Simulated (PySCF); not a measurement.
## How methods differ on the ionisation energy of Ti

Ti [Ar] 3d2 4s2 (3F) → Ti⁺ [Ar] 3d2 4s1 (4F), as a difference of total energies. All numbers are calculated (PySCF 2.14, the spin-free X2C one-electron Hamiltonian (Gaussian nucleus), in x2c-TZVPPall (6s5p4d2f1g, 64 functions)). Correlated levels: valence and next inner shell: [Ne] frozen. The calculations carry no spin-orbit coupling.

```json
{"method": "UHF", "ionisation energy (eV)": "5.560", "error (eV)": "-1.268"}
{"method": "MP2 (valence and next inner shell)", "ionisation energy (eV)": "6.561", "error (eV)": "-0.267"}
{"method": "SCS-MP2 (valence and next inner shell)", "ionisation energy (eV)": "6.647", "error (eV)": "-0.181"}
{"method": "CCSD (valence and next inner shell)", "ionisation energy (eV)": "6.679", "error (eV)": "-0.149"}
{"method": "CCSD(T) (valence and next inner shell)", "ionisation energy (eV)": "6.787", "error (eV)": "-0.041"}
```

Reference: 6.828 eV (measured; NIST levels, between the centres of gravity of the two terms).

Errors of the correlated levels include the incompleteness of this basis and the frozen core.
